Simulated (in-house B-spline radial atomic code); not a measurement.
A run on neutral magnesium that did not converge. Method: non-relativistic TPSS, spin-polarised, spherical fractional occupations, point nucleus; computed with an all-electron radial atomic-structure program (B-spline basis).

Command:
```bash
python run_scf.py task.json out
```
Settings:
```
Z                12
configuration    [He] 2s1.875 2p6 3s2 3d0.125
hamiltonian      nr
method           tpss,tpss
spin_polarised   True
```

First and last ten iterations of the last attempt (damped for 15 steps, keeping 80 % of the old Fock matrix, then DIIS):
```
 iter        energy (Eh)    residual
    1        -199.715010    1.64e-02
    2        -199.716210    1.11e-03
    3        -199.716230    9.24e-04
    4        -199.716237    7.70e-04
    5        -199.716240    6.41e-04
    6        -199.716242    5.33e-04
    7        -199.716243    4.43e-04
    8        -199.716243    3.69e-04
    9        -199.716244    3.06e-04
   10        -199.716244    2.55e-04
  111        -199.716244    2.35e-05
  112        -199.716244    2.15e-05
  113        -199.716244    2.17e-05
  114        -199.716244    2.20e-05
  115        -199.716244    2.20e-05
  116        -199.716245    2.15e-05
  117        -199.716244    2.21e-05
  118        -199.716244    2.26e-05
  119        -199.716246    1.07e-05
  120        -199.716246    1.07e-05
 not converged after 120 iterations
```

The smallest residual met was 3.4e-06; the threshold is about 1e-07. Over the last five steps the energy moves by less than 3e-06 hartree, but the orbitals didn't meet the threshold. Cost of the run: 2 s on 1 thread of Arm Neoverse V2, on a shared host.
